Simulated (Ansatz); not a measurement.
Consider the cleavage of the Si–B bond: `CB(N)[SiH2]Cl` + `N[SiH3]` → `[SiH3]N[SiH2]Cl` + `CBN`.

Isolated molecules relaxed with PBE0-D4/def2-TZVP in Ansatz; ΔE leaves out vibrations. CCSD(T)/CBS adds triple-zeta CCSD(T) − MP2 to the extrapolated MP2 energy (def2 sets, frozen cores). This one scheme is used for every species. Functionals use def2-TZVPP. One conformer a species, not always the lowest.

```csv
level,ΔE (kJ/mol),difference from CCSD(T)/CBS
PBE-D4,-71.6,16.8
PBE0-D4,-77.5,10.9
ωB97M-V,-89.9,-1.5
B2PLYP,-90.5,-2.1
r2SCAN,-84.4,4.0
HF/def2-TZVPP,-102.5,-14.1
MP2/def2-TZVPP,-94.4,-6.0
CCSD(T)/def2-TZVPP,-88.2,0.2
MP2/def2-QZVPP,-95.0,-6.6
MP2/CBS(def2),-94.6,-6.2
CCSD(T)/CBS,-88.4,0
```

Largest T1 diagnostic among the species: 0.011.

From PBE to PBE0 (25 % exact exchange), in def2-TZVPP and without D4, ΔE moves by −6.0 kJ/mol. In def2-TZVPP, CCSD(T) changes the Hartree–Fock value by +14.3 kJ/mol (the triples alone add +1.8 kJ/mol) and MP2 by +8.1 kJ/mol.
